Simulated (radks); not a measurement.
Results of a calculation; reference values are marked as such.
Task: Br IV, configuration [Ar] 3d10 4s2 4p2. Level of theory: scalar-relativistic Kohn-Sham, LDA (Slater exchange, Perdew-Wang correlation), spin-polarised, spherical densities, finite nucleus; open shells are filled with parallel spins first; Fermi nuclear charge, rms radius 4.1629 fm (a radial shooting solver on a logarithmic mesh with Libxc functionals). Some entries of the table are withheld. Estimate them.

| orbital | occ. | eigenvalue (eV) | <r> (bohr) |
|---|---|---|---|
| 1s up | 1 | -13335.09 | 0.04280 |
| 1s down | 1 | -13334.91 | 0.04280 |
| 2s up | 1 | -1769.334 | 0.1898 |
| 2s down | 1 | -1769.214 | 0.1898 |
| 2p up | 3 | -1566.768 | 0.1656 |
| 2p down | 3 | -1566.597 | 0.1656 |
| 3s up | 1 | -275.7010 | 0.5523 |
| 3s down | 1 | -275.4560 | 0.5521 |
| 3p up | 3 | (1) | 0.5645 |
| 3p down | 3 | (2) | 0.5640 |
| 3d up | 5 | (3) | 0.5888 |
| 3d down | 5 | (4) | 0.5864 |
| 4s up | 1 | -55.3817 | 1.544 |
| 4s down | 1 | -53.2433 | 1.544 |
| 4p up | 2 | -41.0353 | (5) |
| 4p down | 0 | -38.9094 | (6) |

Result: 
(1) 3p up eigenvalue (eV): -211.7160
(2) 3p down eigenvalue (eV): -211.4361
(3) 3d up eigenvalue (eV): -105.4434
(4) 3d down eigenvalue (eV): -105.0806
(5) 4p up <r> (bohr): 1.754
(6) 4p down <r> (bohr): 1.767
